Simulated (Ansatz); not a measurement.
GaH2I (SMILES [GaH2][I]) moved off its minimum; all values from Ansatz (an electronic-structure program), cores frozen in correlated methods. Elements past Kr take the def2 small-core potentials, without spin–orbit coupling.
(charge 0, multiplicity 1)
```xyz
4

Ga    -0.8352    -1.2115     0.1531
H     -0.2867    -2.1973     1.3204
H     -2.0730    -1.3345    -0.6503
I      0.6433     0.8141    -0.1566
```

Forces at wB97M-V/def2-TZVPP (eV/Å):

```csv
atom,Fx,Fy,Fz
Ga1,1.528,-0.153,1.428
H2,-0.341,0.541,-0.735
H3,-0.904,-0.056,-0.678
I4,-0.283,-0.332,-0.014
```

Task: Give the forces (eV/Å), the total energy and the dipole at CCSD(T)/def2-TZVPPD.

Result: 
```
atom      Fx      Fy      Fz
----  ------  ------  ------
Ga1    1.649  -0.133   1.474
H2    -0.238   0.292  -0.467
H3    -1.341  -0.122  -0.945
I4    -0.070  -0.037  -0.062
```
Energy -2221.3717 hartree, dipole 1.70 D.
